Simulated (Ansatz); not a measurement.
This triplet is an excited state, 1.18 eV above the relaxed singlet at the level B3LYP/cc-pVTZ // PBE0-D3(BJ)/def2-TZVP (Ansatz, a program for electronic structure).

Species: C2HNO, SMILES `[C-]#[N+][C]O` (excited triplet) (charge 0, multiplicity 3).

Problem. Give a relaxed geometry from PBE0-D3(BJ)/def2-TZVP run with Ansatz.

Solution. One answer among several that fit: the end point of this relaxation, one of several conformers (outside a Z-matrix the atoms follow the SMILES, hydrogens last).
Cartesian coordinates (Å) in one orientation:
```xyz
5

C      2.223    -0.172    -0.027
N      1.029    -0.149     0.011
C     -0.246    -0.167     0.237
O     -1.226    -0.148    -0.653
H     -1.780     0.636    -0.541
```
